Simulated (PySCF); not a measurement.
CH7F2NSi2, SMILES C[Si](F)(F)[SiH2]N. Atoms are numbered in the order given.

```xyz
13

C      1.9142    -0.8875     0.5878
Si     0.6492     0.3513     0.0379
F      1.3475     1.4172    -0.9759
F      0.1749     1.2130     1.3433
Si    -1.3007    -0.5483    -0.8479
N     -2.0667    -1.2182     0.5649
H      1.4393    -1.6289     1.2502
H      2.7357    -0.3997     1.1362
H      2.3388    -1.4209    -0.2775
H     -2.0718     0.4856    -1.6112
H     -1.0014    -1.6610    -1.7975
H     -2.8812    -1.8172     0.4721
H     -2.1588    -0.6184     1.3799
```

The structure is a stationary point at ωB97X-D3(BJ)/def2-SVP. This is a generated structure with no PubChem entry under its InChIKey; it may be hypothetical. Other conformers were not sampled.

Calculation: ωB97X-D3(BJ)/def2-SVP run with PySCF.

Frequencies are harmonic and unscaled.

Computed harmonic wavenumbers and intensities:
```tsv
mode	ν (cm⁻¹)	IR (km/mol)	moving atoms (share of kinetic energy)
1	28	1.8	N 37 %, H 24 %, F 20 %, Si 11 %, C 8 %
2	80	0.4	N 36 %, F 30 %, H 20 %, C 9 %
3	129	3.2	H 33 %, C 24 %, Si 22 %, F 22 %
4	149	0.0	H 96 %
5	194	1.7	F 50 %, H 18 %, C 13 %, N 11 %, Si 9 %
6	239	8.7	F 35 %, H 28 %, Si 23 %, C 9 %
7	259	27.9	H 40 %, F 26 %, Si 22 %
8	271	7.1	H 51 %, F 23 %, Si 22 %
9	307	32.0	F 59 %, Si 22 %, H 11 %
10	451	184.7	H 82 %, N 16 %
11	467	9.4	Si 57 %, H 22 %, F 14 %
12	529	30.6	H 72 %, Si 17 %
13	683	23.3	H 89 %
14	719	24.4	H 36 %, C 29 %, Si 17 %, F 17 %
15	767	7.9	H 69 %, C 20 %, F 11 %
16	784	213.1	H 77 %, Si 9 %
17	804	56.0	H 55 %, Si 16 %, C 15 %, N 11 %
18	852	65.4	N 39 %, Si 35 %, H 17 %
19	882	178.2	Si 35 %, F 32 %, H 24 %
20	937	177.0	Si 40 %, F 32 %, H 23 %
21	946	34.1	H 48 %, Si 29 %, F 16 %
22	985	115.3	H 93 %
23	1287	49.2	H 75 %, C 24 %
24	1431	8.1	H 96 %
25	1438	3.5	H 96 %
26	1561	42.9	H 90 %, N 10 %
27	2206	169.5	H 97 %
28	2245	104.9	H 97 %
29	3069	0.1	H 97 %
30	3175	1.2	H 91 %, C 9 %
31	3180	0.9	H 91 %, C 9 %
32	3604	29.5	H 96 %
33	3698	35.4	H 91 %, N 9 %
```
